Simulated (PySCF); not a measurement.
Species: C₆H₉N (charge -1 and doublet state).
Numbering: `[CH2:1]=[C:2]1[CH2:3][C:4]([NH-:5])[C@H:6]1[CH3:7]` (hydrogens: H8, H9 on C1; H10, H11 on C3; H12 on N5; H13 on C6; H14, H15, H16 on C7)

Geometry (GFN2-xTB, Å), atoms numbered from 1 in this order:
```
atom  x, y, z in Å
C1     1.989   -0.943   -0.356
C2     0.843   -0.384    0.131
C3    -0.030   -0.792    1.284
C4    -1.120   -0.514    0.282
N5    -2.176   -1.260    0.024
C6    -0.242    0.375   -0.573
C7    -0.315    1.887   -0.280
H8     2.528   -1.699    0.196
H9     2.339   -0.727   -1.355
H10   -0.010   -0.121    2.164
H11    0.068   -1.825    1.651
H12   -2.570   -1.017   -0.891
H13   -0.312    0.244   -1.673
H14   -1.257    2.306   -0.642
H15    0.509    2.416   -0.766
H16   -0.252    2.063    0.792
```

The hyperfine couplings belong to this conformer and change with its torsions.

Computed with PySCF, UKS B3LYP, pcH-1 on C H N, non-relativistic, mean-field spin-orbit, GIAO. Whether the extra electron is bound in the gas phase wasn't checked; a finite basis holds it in any case. The geometry wasn't refined by DFT: couplings that depend on bond lengths, twists or pyramidal angles can differ widely from those at the functional's own minimum, by a factor of two or more for some ions and for spin on atoms past the first row. The frame is twisted about the C4–N5 bond at this geometry (dihedral C6–C4–N5–H12 = -15°); couplings at other torsion angles weren't computed. No stability test was run, so a lower SCF solution isn't excluded.

Principal values of hyperfine tensors in MHz (contact and dipolar terms together), for some of the nuclei:

| atom | isotope | A1 | A2 | A3 |
| --- | --- | --- | --- | --- |
| C7 | 13C | 126.69 | 127.31 | 133.55 |
| H10 | 1H | 88.32 | 89.35 | 92.84 |
| H11 | 1H | 40.23 | 42.31 | 44.14 |
| C4 | 13C | 18.42 | 20.84 | 72.55 |
| C1 | 13C | 11.39 | 11.92 | 78.26 |
| C2 | 13C | 13.94 | 15.69 | 49.74 |
| H9 | 1H | -29.47 | -18.14 | -6.99 |
| H8 | 1H | -29.15 | -17.31 | -6.78 |

(1) Split each tensor into its isotropic and traceless parts, and turn a_iso into mT with g = 2.0031.

(2) What spin density at the nucleus of H10 lies behind its contact coupling (g_N = 5.58569)?

(3) H13 (1H, g_N = 5.58569) isn't in the table. Its spin density at the nucleus is 0.007039 bohr⁻³. What is its contact coupling?

(4) Which nucleus of the table has the largest anisotropic coupling, and what is its form?

(5) In a single crystal, with the field along each principal axis of the tensor of H11 in turn, what first-order splitting does this nucleus give (isotropic g, quadrupole terms neglected)?

Answers

(1) a_iso = (A1 + A2 + A3)/3, Ti = Ai − a_iso; 1 mT corresponds to 28.035 MHz.

| atom | a_iso (MHz) | a_iso (mT) | T1 | T2 | T3 |
| --- | --- | --- | --- | --- | --- |
| C7 | 129.18 | 4.608 | -2.49 | -1.87 | 4.36 |
| H10 | 90.17 | 3.216 | -1.85 | -0.82 | 2.67 |
| H11 | 42.23 | 1.506 | -1.99 | 0.08 | 1.91 |
| C4 | 37.27 | 1.329 | -18.85 | -16.43 | 35.28 |
| C1 | 33.86 | 1.208 | -22.47 | -21.94 | 44.41 |
| C2 | 26.46 | 0.944 | -12.52 | -10.77 | 23.28 |
| H9 | -18.20 | -0.649 | -11.27 | 0.06 | 11.21 |
| H8 | -17.75 | -0.633 | -11.40 | 0.44 | 10.97 |

(2) a_FC = (2μ0/3) gₑ μB g_N μN ρ(0)/(2S·h) = 800.24 MHz × g_N × ρ(0)/(2S), with ρ in bohr⁻³. With a_FC = 90.17 MHz and 2S = 1, ρ(0) = 0.02017 bohr⁻³. In magnitude that is 6.3 % of the 1/π = 0.318 of a free hydrogen atom.

(3) By the same relation, a_FC = 31.5 MHz. Its full tensor has the principal values 29.17, 31.08, 34.15 MHz.

(4) C1: -22.5, -21.9, 44.4 MHz, axial, in the ratio −1:−1:+2, the form that spin in one p orbital centred on that nucleus gives.

(5) 2 lines (I = 1/2), spaced by |A_i|/(g × 13.996): 1.44, 1.51, 1.57 mT along the axes of A1, A2 and A3.

The run took 48 s (with the writing of density and orbital grids) on one thread, AMD EPYC 7B13 (x86_64), no GPU, shared host with 128 logical CPUs at a one-minute load of 15, and the process peaked at 0.96 GiB of memory.

The SMILES draws the unpaired electron on C4; the largest computed Mulliken spin population is on C1 (0.33 against 0.16).
